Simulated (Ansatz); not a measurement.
Ansatz results at the PBE0-D4/def2-TZVP geometry: LUMO energy (PBE/def2-TZVPP) -1.73 eV; HOMO–LUMO gap (ωB97M-V/def2-TZVPP) 9.80 eV; HOMO–LUMO gap (B3LYP/def2-TZVPP) 5.66 eV.

Each molecule was computed in one conformer, which needn't be the lowest.

Q: Which molecule gave them?
A. `[OH][GeH]([F])[S][SiH3]`
B. `COC1=NC1`
C. `COC1OB1F`
D. `FC[CH2][InH][SH]`

A: D. The others give `COC1=NC1`: -0.36, 12.80, 7.98; `[OH][GeH]([F])[S][SiH3]`: -1.33, 11.55, 6.97; `COC1OB1F`: -0.59, 12.62, 8.11.

B3LYP here is the variant with VWN-RPA as its local correlation; programs differ in this.
